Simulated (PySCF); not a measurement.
Working out the ionisation energy of Ge⁺

Ge⁺ [Ar] 3d10 4s2 4p1 (2P) → Ge²⁺ [Ar] 3d10 4s2 (1S). Calculation: PySCF 2.14, in aug-cc-pVTZ-PP with ECP10MDF; scalar relativity through the core potential. Frozen: 3s2 3p6 3d10. Energies in hartree (1 hartree = 27.21139 eV):

```csv
part,Ge⁺ (lower),Ge²⁺ (upper)
UHF,-293.080756,-292.520326
CCSD correlation,-0.051338,-0.039947
(T),-0.000794,0.000000
```

What does Hartree-Fock give?

(-292.520326) − (-293.080756) = 0.560430 hartree = 15.250 eV.

What do CCSD and CCSD(T) give?

The CCSD correlation energies differ by 0.011391 hartree = 0.310 eV and the triples by 0.000794 hartree = 0.022 eV, so CCSD gives 15.560 eV and CCSD(T) 15.582 eV.

Measured between the centres of the two terms (NIST): 15.789 eV, so CCSD(T) (valence) is off by -0.207 eV.

What remains against the reference includes basis incompleteness, the frozen core and higher excitations.
